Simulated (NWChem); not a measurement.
[Cl][Al]([N]=C=O)[Cl] (CAlCl₂NO), optimised at PBE0/def2-SVP with NWChem:

* **highest occupied level (eV)**: -8.94
* **orbital gap (eV)**: 7.73
* **dipole (D)**: 0.60
* **highest harmonic frequency (cm⁻¹)**: 2467
* **zero-point energy (kcal/mol)**: 11.1

All stand in one matching conformer (torsions within 35°), which need not be the lowest.

### Question
One Cl atom is replaced by H, giving O=C=[N][AlH][Cl] (CHAlClNO), optimised at the same level. How do these values move?

### Answer
```csv
quantity,new value,change
highest occupied level (eV),-8.76,+0.18
orbital gap (eV),7.30,-0.43
dipole (D),1.53,+0.93
highest harmonic frequency (cm⁻¹),2460,-7
zero-point energy (kcal/mol),14.3,+3.2
```
